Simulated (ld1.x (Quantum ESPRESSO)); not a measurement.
## Transferability test, ultrasoft potential for zinc

* Element: Zn
* Generator: ld1.x (Quantum ESPRESSO) 7.5
* Type: ultrasoft
* Functional: PBE
* Relativity: scalar-relativistic
* Frozen core: [Ne]
* Valence charge: 20
* Reference configuration: 3s2 3p6 3d10 4s1 4p1
* Partial waves: 3s (bound): rcut 0.90, rcutus 0.95 bohr; 4s (bound): rcut 0.90, rcutus 0.95 bohr; 3p (bound): rcut 1.00, rcutus 1.40 bohr; 4p (bound): rcut 1.00, rcutus 1.40 bohr; 3d (bound): rcut 0.95, rcutus 1.15 bohr; 3d channel at 1.15 Ry: rcut 0.95, rcutus 1.15 bohr
* Local potential: all-electron potential smoothed inside 0.80 bohr (lloc = -1)
* Core correction: none
* Augmentation charge: built from norm-conserving waves at rcut, not smoothed further

Energies are relative to the spin-unpolarised reference configuration 3s2 3p6 3d10 4s1 4p1; without spin polarisation the order of configurations can differ from experiment. Not all tests gave a result: 2 of 7 tests not solved or not reliable. Left out of the table: 3s2 3p6 3d10 4s0 4p0 (pseudo-atom not self-consistent, printed error +2.6 eV); 3s2 3p6 3d10 4s0 4p2 (pseudo-atom not self-consistent, printed error -324 meV). The frozen-core shift is the all-electron ΔE with the core orbitals held at their reference shape minus the fully relaxed ΔE.

Its overlap operator is not positive definite in a basis up to 400 Ry (lowest eigenvalue p -1.79), so the file is unfit for use: the generalised eigenproblem breaks down once the basis is large enough, and its test numbers describe a broken file.

```tsv
valence configuration	charge	ΔE all-electron (eV)	error AE − PS (meV)	frozen-core shift (meV)
3s2 3p6 3d10 4s2 4p0	0	-5.086	-964	-0.7
3s2 3p6 3d10 4s1 4p0	+1	4.802	+285	+0.5
3s1 3p6 3d10 4s2 4p0	+1	132.962	-3514	+23
3s2 3p6 3d9 4s0 4p0	+3	63.778	+2498	-0.9
3s2 3p6 3d10 4s1.5 4p0	+0.5	-1.146	-458	-0.2
```

These tests converged, but a pseudo level misses the all-electron one widely, so the file describes the atom poorly there or has found another state: 3s1 3p6 3d10 4s2 4p0: 3d by 2.8 eV; 3s2 3p6 3d9 4s0 4p0: empty 4s by 4.2 eV. ld1.x printed “convergence not achieved” for 1 of the counted tests; its residual had stalled under 1e-8, short of the target of 1e-14. A variational frozen-core shift is positive and of second order in the change. This column holds negative values, so the frozen-core run of ld1.x carries numerical noise or an error of first order here, and the column gives no more than the rough size of the effect.

A Bessel basis up to 400 Ry misses an occupied level by 1.57 Ry, so cutoffs and ghosts were not judged.  The potential misses its own reference levels by up to 1.7 eV, so it is not fit for use.
